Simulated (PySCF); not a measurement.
Isomers of C4H10Si, one GFN2-xTB conformer each. Single-point energies are computed at PBE0/pcSseg-1 (PySCF, gas phase, no added dispersion term), electronic only.

**Question.** Rank them by PBE0/pcSseg-1 energy, lowest first (kJ/mol).
A. `[CH2:1]1[CH2:2][CH2:3][SiH2:4][CH2:5]1` with C5–C1–C2–C3 52°, C1–C2–C3–Si4 -38°, C2–C3–Si4–C5 13°, C3–Si4–C5–C1 14°
B. `[CH2:1]=[CH:2][SiH:3]([CH3:4])[CH3:5]` with C1–C2–Si3–C4 87°

**Answer.** A (0.0), B (35.0).

As drawn, the higher has a C=C bond outside aromatic rings, which the lower lacks. GFN2-xTB itself gives, in the same order: 0.0, 141.2. Both levels put the same isomer lowest.

**Question.** Which frontier levels, dipoles and rotational constants go with these structures?

**Answer.** 
```csv
SMILES,"HOMO (eV, PBE0/pcSseg-1)",LUMO (eV),dipole (D),"A, B, C (MHz)"
C1CC[SiH2]C1,-8.10,1.08,0.47,"5581, 4077, 2659"
C=C[SiH](C)C,-7.71,-0.20,0.39,"5167, 2610, 1959"
```
